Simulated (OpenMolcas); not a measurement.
Ir4+ in a point-charge field

Ir4+ among 5 point charges of -1 e arranged as a trigonal bipyramid (D3h), 2.44 Å from the ion, with the axial distance 2.660 Å.

```
Program             : OpenMolcas
Method              : CASSCF
Basis               : ANO-RCC-VDZP [7s6p4d2f]
Scalar Hamiltonian  : DKH2, point nucleus
Active space        : 5 electrons in 5 orbitals (5d)
State averaging     : 2S+1 = 6 even, 1 root; 2S+1 = 4 even, 24 roots; 2S+1 = 2 even, 75 roots
Spin-orbit coupling : state interaction with AMFI integrals over the reference wave functions
```

The lowest spin-free states (labels of D3, the rotations of D3h), above the lowest:

| State | Degeneracy | E (cm-1) | Free-ion L (%) |
| --- | --- | --- | --- |
| 6A1 | 1 | 0.0 | S (100) |
| 4E | 2 | 27626 | G (95) |
| 4A2 | 1 | 27856 | G (100) |
| 2S+1 = 4 | 3 | 27862 | G (100) |
| 4A1 | 1 | 27899 | G (100) |
| 4E | 2 | 27905 | G (100) |
| 4A2 | 1 | 32644 | P (100) |
| 4E | 2 | 32880 | P (95) |
| 4E | 2 | 34187 | D (100) |
| 4E | 2 | 34193 | D (99) |
| 4A1 | 1 | 34283 | D (100) |
| 2E | 2 | 39823 | I (97) |
| 2E | 2 | 39849 | I (98) |
| 2A1 | 1 | 39901 | I (98) |
| 2A2 | 1 | 39906 | I (98) |
| 2E | 2 | 39918 | I (99) |
| 2A1 | 1 | 39992 | I (100) |
| 2S+1 = 2 | 2 | 40014 | I (100) |
| 2E | 2 | 40041 | I (100) |
| 2E | 2 | 44938 | D (73) |

The lowest levels with spin-orbit coupling:

```tsv
E (cm-1)	Degeneracy	Label	2S+1	g
0.0	2	E3/2	6 (87 %)	0.00 0.00 5.83
0.6	2	E1/2	6 (87 %)	0.00 0.00 9.73
19.1	2	E1/2	6 (87 %)	1.95 5.84 5.84
21081	2	E3/2	4 (60 %)	0.00 0.00 3.09
21633	2	E1/2	4 (62 %)	0.00 0.00 5.06
21917	2	E1/2	4 (62 %)	1.22 3.02 3.02
26905	2	E1/2	4 (88 %)	0.00 0.00 5.64
27002	2	E3/2	4 (88 %)	0.00 0.00 2.74
27095	2	E1/2	4 (88 %)	0.00 0.00 7.67
27132	2	E1/2	4 (88 %)	0.80 3.86 3.86
27730	2	E1/2	4 (85 %)	1.00 5.48 5.48
27934	2	E3/2	4 (83 %)	0.00 0.00 3.84
28070	2	E1/2	4 (82 %)	0.03 0.03 6.13
28083	2	E1/2	4 (79 %)	0.00 0.00 13.48
28203	2	E3/2	4 (81 %)	0.00 0.00 11.08
28219	2	E1/2	4 (81 %)	0.01 0.01 8.64
28603	2	E3/2	4	0.00 0.00 4.37
28625	2	E1/2	4 (86 %)	0.86 0.96 0.96
28758	2	E1/2	4 (88 %)	0.02 0.02 4.93
29046	2	E1/2	4	0.45 0.45 1.80
```

Powder χT (cm3 K/mol): 3.15 at 2 K, 3.77 at 10 K, 4.11 at 50 K, 4.13 at 100 K, 4.14 at 200 K, 4.14 at 300 K. The effective moment at 300 K is 2.828 √(χT) = 5.75 μB.

Without dynamic correlation the repulsion within the d shell is too large (B by tens of per cent), so at a given field states of lower spin stand too high. Point charges give a weaker field than real ligands, and real ions of this kind are as a rule low spin; the high spin found here belongs to the model. This is an electrostatic model: the charges have no orbitals. A group larger than the point group allows holds several states that coincide in this model. No measured value stands beside these numbers.

A state without a sure symmetry label is named by its multiplicity alone.
